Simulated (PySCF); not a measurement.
Predicted microwave data (PBE0/pcSseg-1 in PySCF (dipole) on a GFN2-xTB geometry, gas phase) for one isomer of C7H13N:

- Rotational constants: A = 2974, B = 1117, C = 948.6 MHz
- Dipole components: |μa| = 1.62 D, |μb| = 0.25 D, |μc| = 1.14 D
- Inertial defect: -89.60 u·Å²
- κ: -0.83

**Question.** Which structure is it? (One computed conformer of each.)
A. `[CH3:1][C@@H:2]1[CH:3]=[CH:4][CH2:5][C@@H:6]1[CH2:7][NH2:8]` with C5–C6–C7–N8 60°, C6–C7–N8–H 180° and 61°, C1–C2–C3–C4 -106°, C3–C4–C5–C6 -13°, C4–C5–C6–C7 149°, C1–C2–C6–C5 95°
B. `[CH3:1]/[N:2]=[CH:3]\[CH2:4][CH:5]=[C:6]([CH3:7])[CH3:8]` with N2–C3–C4–C5 114°, C3–C4–C5–C6 88°
C. `C[C@H](C#N)C(C)(C)C` (2,3,3-trimethylbutanenitrile)
D. `[CH2:1]1[CH2:2][CH:3]2[CH2:4][CH2:5][CH2:6][N:7]2[CH2:8]1` with C8–C1–C2–C3 -38°, C1–C2–C3–C4 141°, C2–C3–C4–C5 -99°, C3–C4–C5–C6 -33° (hexahydropyrrolizine)
E. `[CH2:1]=[C:2]1[C@@H:3]([CH3:4])[C@H:5]([CH3:6])[C@@H:7]1[NH2:8]` with C5–C7–N8–H -55° and 65°
F. `[H]/[N:8]=[CH:7]/[C@@H:5]([CH2:4]/[CH:3]=[CH:2]/[CH3:1])[CH3:6]` with C2–C3–C4–C5 -113°, C3–C4–C5–C6 -63°, C4–C5–C7–N8 116°

**Answer.** F. It is [H]/N=C/[C@H](C)C/C=C/C, an asymmetric top, point group C1. The candidates at the same level (rigid rotor, commonest isotopes):

| SMILES | A (MHz) | B (MHz) | C (MHz) | μa (D) | μb (D) | μc (D) | Δ (u·Å²) | point group | rotor |
| --- | --- | --- | --- | --- | --- | --- | --- | --- | --- |
| C[C@@H]1C=CC[C@@H]1CN | 3246 | 1640 | 1220 | 0.68 | 1.04 | 0.67 | -49.58 | C1 | asymmetric top |
| C=C1[C@@H](C)[C@H](C)[C@@H]1N | 2420 | 2063 | 1291 | 0.26 | 1.49 | 0.24 | -62.16 | C1 | asymmetric top |
| C/N=C\CC=C(C)C | 4806 | 871.8 | 815.6 | 1.29 | 0.33 | 1.29 | -65.20 | C1 | near-prolate asymmetric top |
| C1CC2CCCN2C1 | 3659 | 2050 | 1562 | 0.09 | 0.46 | 0.91 | -61.14 | C1 | asymmetric top |
| [H]/N=C/[C@H](C)C/C=C/C | 2974 | 1117 | 948.6 | 1.62 | 0.25 | 1.14 | -89.60 | C1 | asymmetric top |
| C[C@H](C#N)C(C)(C)C | 2690 | 1711 | 1384 | 3.51 | 1.84 | 0.65 | -118.13 | C1 | asymmetric top |

`C/N=C\CC=C(C)C` has A 62 % too high; `C[C@H](C#N)C(C)(C)C` has B 53 % too high; `C=C1[C@@H](C)[C@H](C)[C@@H]1N` has B 85 % too high; `C1CC2CCCN2C1` has B 84 % too high; `C[C@@H]1C=CC[C@@H]1CN` has B 47 % too high. No structure here is proved a minimum.
